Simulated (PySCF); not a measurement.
**How exact exchange moves a shielding**

Molecule: `C[CH](C)[Ga@@H-]([CH3])[AsH3+]`, C₄H₁₄AsGa.

Molfile (atoms numbered from 1):
```
C4H14AsGa
     RDKit          3D

 20 19  0  0  0  0  0  0  0  0999 V2000
    1.4321    0.4553   -1.2224 C   0  0  0  0  0  0  0  0  0  0  0  0
    1.3069    0.1080    0.2572 C   0  0  0  0  0  0  0  0  0  0  0  0
    1.7898   -1.3085    0.5477 C   0  0  0  0  0  0  0  0  0  0  0  0
   -0.5223    0.4787    0.9903 Ga  0  0  1  0  0  4  0  0  0  0  0  0
   -1.5182    2.0888    0.3802 C   0  0  0  0  0  0  0  0  0  0  0  0
   -1.8715   -1.3586   -0.4617 As  0  0  0  0  0  4  0  0  0  0  0  0
    2.4682    0.3354   -1.5895 H   0  0  0  0  0  0  0  0  0  0  0  0
    1.1263    1.4918   -1.4363 H   0  0  0  0  0  0  0  0  0  0  0  0
    0.8018   -0.2007   -1.8500 H   0  0  0  0  0  0  0  0  0  0  0  0
    1.9533    0.8069    0.8237 H   0  0  0  0  0  0  0  0  0  0  0  0
    1.1866   -2.0625    0.0105 H   0  0  0  0  0  0  0  0  0  0  0  0
    2.8367   -1.4634    0.2272 H   0  0  0  0  0  0  0  0  0  0  0  0
    1.7308   -1.5568    1.6192 H   0  0  0  0  0  0  0  0  0  0  0  0
   -0.9096   -0.1735    2.3862 H   0  0  0  0  0  0  0  0  0  0  0  0
   -1.2259    2.9469    1.0085 H   0  0  0  0  0  0  0  0  0  0  0  0
   -1.2901    2.3517   -0.6644 H   0  0  0  0  0  0  0  0  0  0  0  0
   -2.6088    1.9761    0.4816 H   0  0  0  0  0  0  0  0  0  0  0  0
   -1.9926   -1.2461   -1.9668 H   0  0  0  0  0  0  0  0  0  0  0  0
   -1.5080   -2.8270   -0.4306 H   0  0  0  0  0  0  0  0  0  0  0  0
   -3.3483   -1.5437   -0.1892 H   0  0  0  0  0  0  0  0  0  0  0  0
  1  2  1  0
  2  3  1  0
  2  4  1  0
  4  5  1  0
  4  6  1  0
  1  7  1  0
  1  8  1  0
  1  9  1  0
  2 10  1  0
  3 11  1  0
  3 12  1  0
  3 13  1  0
  4 14  1  1
  5 15  1  0
  5 16  1  0
  5 17  1  0
  6 18  1  0
  6 19  1  0
  6 20  1  0
M  CHG  2   4  -1   6   1
M  END
```

GIAO shieldings (ppm, equivalent atoms averaged) in PySCF on the PBE0-D3(BJ)/def2-SVP geometry, basis pcSseg-1, gas phase, non-relativistic:

```csv
functional,exact exchange (%),σ(C2),σ(C5),σ(Ga4),σ(As6)
BLYP,0,152.3,184.2,1273.8,1712.0
BP86,0,158.7,188.4,1281.6,1748.7
PBE,0,159.5,189.4,1292.5,1755.8
PBE0,25,168.7,194.9,1369.6,1801.4
mPW1PW91,25,167.8,193.7,1364.6,1788.8
BHandHLYP,50,170.3,195.3,1426.4,1807.1
HF,100,184.5,203.6,1566.8,1885.6
```

Question: Fit each shielding as a line in the percentage of exact exchange.

Answer: σ(C2) = 158.2 + 0.27 x (rms 3.0 ppm); σ(C5) = 188.2 + 0.16 x (rms 2.0 ppm); σ(Ga4) = 1286.9 + 2.83 x (rms 7.9 ppm); σ(As6) = 1744.6 + 1.44 x (rms 16.1 ppm). The functionals also differ in their semilocal parts, which the line can't hold; Hartree–Fock has no correlation at all.

Question: What does the line predict for B3LYP (20 %), and what does the run give?

Answer: σ(C2): 163.6 predicted, 160.5 computed; σ(C5): 191.4 predicted, 189.2 computed; σ(Ga4): 1343.5 predicted, 1335.8 computed; σ(As6): 1773.4 predicted, 1752.7 computed ppm.
